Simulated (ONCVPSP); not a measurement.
**Building the ONCV potential for nitrogen (N) (PBE, scalar-relativistic).**

N, optimised norm-conserving Vanderbilt (ONCV), made with ONCVPSP 4.0.1 (PBE, scalar-relativistic). Core [He], reference 2s2 2p3. Waves: 2s: rc 1.00 bohr, ncon 4, nbas 8, qcut 8.4 1/bohr, 2 projectors, debl 3.5 Ha; 2p: rc 2.50 bohr, ncon 4, nbas 7, qcut 5.1 1/bohr, 3 projectors, debl 0.7 Ha; d scattering state at 0.1 Ha: rc 1.95 bohr, ncon 4, nbas 7, qcut 4.2 1/bohr, 2 projectors, debl 2.5 Ha. Local part: polynomial inside 0.95 bohr (lpopt 5, dvloc0 2 Ha). Core correction: none.

All-electron outer shells of the reference configuration (PBE, scalar-relativistic, ld1.x):

| shell | level (eV) | outermost node (bohr) | outermost maximum (bohr) |
| --- | --- | --- | --- |
| 1s | -384.72 | – | 0.15 |
| 2s | -18.58 | 0.32 | 1.02 |
| 2p | -7.09 | – | 0.98 |

(1) Estimate the cutoffs (Ha) at which the residual kinetic energy of the hardest occupied pseudo-wave falls to 1 and 0.1 mHa per electron.

(2) What does a ghost test show?

(3) Which valence shell sets the plane-wave cutoff?

Answers

(1) 28 Ha and 37 Ha.

(2) No bound ghost flagged; GHOST(+) flagged for p at 409.7 eV.

(3) 2s: 28 Ha for 1 mHa per electron, against 10 Ha for 2p.

Its largest configuration-test error is +4299 meV (2s2 2p0), which is poor. 1 of 4 tests not solved or not reliable.
